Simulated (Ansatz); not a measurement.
A structure relaxed at PBE0-D4/def2-TZVP, charge 0, multiplicity 1:

Cartesian coordinates in Å:
```
C 0.810 -0.054 -0.887
B -0.180 0.383 0.238
N -0.954 -0.494 0.984
Br -0.367 2.283 0.649
H 0.537 0.412 -1.838
H 0.840 -1.137 -1.032
H 1.823 0.290 -0.660
H -1.587 -0.194 1.705
H -0.922 -1.489 0.840
```

Q: Give its formula and SMILES.

A: CH5BBrN, `CB(N)Br`.

Q: Point group (tolerance 0.08 Å, 0.16 Å for H)?

A: Cs.

Q: Summarise the bond lengths by kind.

A: 1 × B–C 1.561 Å; 3 × C–H 1.093 to 1.094 Å; 1 × B–N 1.386 Å; 1 × B–Br 1.953 Å; 2 × H–N 1.005 to 1.006 Å.

Computed with Ansatz.
